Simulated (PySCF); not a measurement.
Al, doublet. Base run: PySCF with CAMB3LYP/def2-TZVP.

Here is a job for PySCF.
```python
from pyscf import gto, scf, dft

mol = gto.M(
    atom='''
Al    0.000000    0.000000    0.000000
''',
    basis='def2-tzvp',
    charge=0,
    spin=1,
    verbose=5,
)

mf = dft.UKS(mol)
mf.xc = 'camb3lyp'
mf.kernel()
mf.analyze()
```

Each row names what was changed in the base input (with any setting that the change needs).

```tsv
change	ΔE vs base (mEh)	fitting functions
base	0.000	-
auxbasis = cc-pvqz-jkfit	-0.002	148
auxbasis = def2-svp-ri	45.691	62
auxbasis = even-tempered beta=1.6	-0.001	336
auxbasis = autoaux	-0.005	250
only_dfj = on; auxbasis = def2-universal-jfit	-0.152	51
auxbasis = cc-pvtz-jkfit	-0.002	121
auxbasis = def2-universal-jfit	215.4	51
exchange = seminumerical (SGX) (with mf = sgx.sgx_fit(mf, auxbasis='def2-universal-jfit'); with mf.with_df.dfj = True)	-0.152	51
auxbasis = def2-tzvp-ri	-3.889	113
```

A fitting set is made for a task (jfit for Coulomb, jkfit for Coulomb and exchange, ri for correlation) and for a family of orbital bases.

Open shells are given as the SCF converged; they aren't shown to be the lowest states, and a large step between rows can be another state.
